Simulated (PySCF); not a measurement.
**Stationary points of AsS₂⁻**

These are results of PBE0/[As def2-TZVPD, S def2-TZVPD], no relativity, density fitting, PySCF, not measurements.

Relaxations began from a few typed shapes. The search is not exhaustive: other isomers or separated fragments can lie lower, and high-lying points may rest on an excited occupation.

(1) Which is the lowest minimum found?
A. singlet D∞h: As–S 2.215 Å (×2); S–As–S 180.0°
B. singlet C2v: As–S 2.102 Å (×2); S–As–S 113.6°

Results:

(1) B. The others lie at 237.7 (singlet D∞h, a saddle point) kJ/mol above it.

Counting electrons, arsenic keeps 2 of its valence electrons outside its bonds, so the VSEPR class is AX2E1 and the expected shape is bent (C2v), as computed.

For the lowest minimum: the lowest empty level of this anion is unbound, so it and the gap depend on the basis.
